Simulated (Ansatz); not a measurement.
`[F][AlH][NH][SiH3]` + `CNC` → `C[N](C)[AlH][F]` + `N[SiH3]` at 500 K and 1 bar (ligand exchange at the Al–N bond).

Isolated molecules relaxed with PBE0-D4/def2-TZVP in Ansatz; ΔE leaves out vibrations. CCSD(T)/CBS is the MP2 limit (def2-TZVPP, def2-QZVPP) plus CCSD(T) − MP2 in def2-TZVPP, frozen cores. This one scheme is used for every species. One conformer a species, not always the lowest.

```
             species  CCSD(T)/CBS energy (Eh)  H − E (kJ/mol)  S (J/(mol·K))
`[F][AlH][NH][SiH3]`               -688.73064           177.6          399.1
               `CNC`               -135.00321           273.8          313.8
   `C[N](C)[AlH][F]`               -476.92428           288.9          410.0
           `N[SiH3]`               -346.80422           161.3          303.9
```

H − E and S are ideal-gas, rigid-rotor, harmonic terms from PBE0-D4/def2-TZVP, for one conformer and one mirror image of each species. 1 Eh = 2625.50 kJ/mol, R = 8.31446 J/(mol·K).

Task: By hand: ΔE, ΔH, ΔS and ΔG.

Result: ΔE = (-476.92428) + (-346.80422) − (-688.73064) − (-135.00321) = 0.00535 Eh = 14.0 kJ/mol. Δ(H − E) = 288.9 + 161.3 − 177.6 − 273.8 = -1.2, so ΔH = 12.8 kJ/mol. ΔS = 410.0 + 303.9 − 399.1 − 313.8 = 1.0 J/(mol·K). ΔG = 12.8 − 500 × (1.0)/1000 = 12.3 kJ/mol.

Task: By hand: the equilibrium constant, and the temperature at which ΔG would vanish if ΔH and ΔS stayed fixed.

Result: log₁₀ K = −ΔG/(RT ln 10) = -1.3. ΔG = 0 at ΔH/ΔS = 12800 K, far beyond where these terms or the molecules hold.

The number of gas molecules stays the same, so ΔS is small and ΔH decides. A doubt of 5 kJ/mol in ΔE shifts log₁₀ K by 0.5 here. Other conformers and mirror images would add mixing entropy, several J/(mol·K) or more a flexible species. These are equilibria of isolated gas molecules and say nothing of rates. Largest T1 diagnostic: 0.012 (customary marks: 0.02 for closed shells, 0.045 for open ones).
